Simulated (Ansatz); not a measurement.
Computed with Ansatz.

A structure relaxed at PBE0-D4/def2-TZVP, charge 0, multiplicity 1:

```json
{"atom": "C1", "x (Å)": "0.204", "y (Å)": "1.882", "z (Å)": "-0.416"}
{"atom": "N2", "x (Å)": "0.094", "y (Å)": "0.601", "z (Å)": "0.251"}
{"atom": "Si3", "x (Å)": "-0.083", "y (Å)": "-0.882", "z (Å)": "-0.591"}
{"atom": "As4", "x (Å)": "-0.540", "y (Å)": "-2.672", "z (Å)": "0.878"}
{"atom": "H5", "x (Å)": "-0.157", "y (Å)": "2.688", "z (Å)": "0.230"}
{"atom": "H6", "x (Å)": "-0.425", "y (Å)": "1.882", "z (Å)": "-1.310"}
{"atom": "H7", "x (Å)": "1.226", "y (Å)": "2.130", "z (Å)": "-0.731"}
{"atom": "H8", "x (Å)": "0.529", "y (Å)": "0.575", "z (Å)": "1.159"}
{"atom": "H9", "x (Å)": "1.108", "y (Å)": "-1.313", "z (Å)": "-1.389"}
{"atom": "H10", "x (Å)": "-1.206", "y (Å)": "-0.725", "z (Å)": "-1.554"}
{"atom": "H11", "x (Å)": "0.692", "y (Å)": "-2.354", "z (Å)": "1.719"}
{"atom": "H12", "x (Å)": "-1.441", "y (Å)": "-1.813", "z (Å)": "1.754"}
```

(1) Give its formula and SMILES.

(2) Summarise the bond lengths by kind.

## Answers

(1) CH8AsNSi, `CN[SiH2][AsH2]`.

(2) 1 × C–N 1.448 Å; 3 × C–H 1.093 to 1.098 Å; 1 × N–Si 1.715 Å; 1 × H–N 1.007 Å; 1 × As–Si 2.360 Å; 2 × H–Si 1.488 to 1.497 Å; 2 × As–H 1.522 to 1.524 Å.
